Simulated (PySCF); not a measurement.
Gas-phase equilibrium of 1 mol H2S, 0.22 mol H2 at 800 K and 0.00100 bar, among 9 species (S2, S6, H2S2, H, H2S, SH, H2, S8, S). Only gases are allowed; each row takes one source of thermochemistry for all species, and Cantera finds the minimum.

Method: PySCF energies plus ideal-gas RRHO corrections (1 bar). † marks an energy on the PBE0/def2-TZVP geometry and frequencies; other levels use their own. CCSD(T) freezes the core. Open shells (unrestricted) among the columns below: S2 (multiplicity 3), H (multiplicity 2), SH (multiplicity 2, electronic degeneracy 4), S (multiplicity 3, electronic degeneracy 9); the rest are closed-shell singlets. Spin-orbit splitting is ignored; it lowers the true energy and changes the entropy of SH, S. No R ln 2 is added for the mirror-image form of H2S2. CCSD(T) isn't extrapolated to the basis-set limit. The harmonic model lacks anharmonicity and excited electronic states, which grow with temperature; levels with a mode under 35 cm⁻¹ are left out. Internal rotation in H2S2 is treated as a harmonic vibration of one conformer, which makes the entropy rough.

Molecules larger than those listed are left out.

Mole fractions:

```tsv
thermochemistry	x H2S	x H2	x S2	x SH	x S	x H2S2	x H
CCSD(T)/def2-SVP†	0.82	0.18	0.00050	1.3e-5	4.0e-9	2.5e-7	2.7e-10
HF/def2-TZVP†	0.69	0.26	0.039	0.011	0.00075	6.9e-7	1.8e-7
M06-2X/def2-TZVP†	0.77	0.21	0.018	2.4e-6	2.5e-11	8.1e-5	7.1e-11
PBE0/def2-TZVP	0.79	0.20	0.0088	1.8e-6	9.0e-12	3.8e-5	2.2e-10
r2SCAN/def2-TZVP†	0.62	0.31	0.070	2.3e-6	6.7e-12	2.6e-5	1.0e-10
ωB97M-V/def2-TZVP†	0.82	0.18	0.0014	1.2e-6	5.7e-12	3.7e-5	6.1e-11
```
The most sensitive of these is S: it spans a factor of 10^8.1 over these rows; at this temperature one factor of ten is RT ln 10 = 15 kJ/mol.
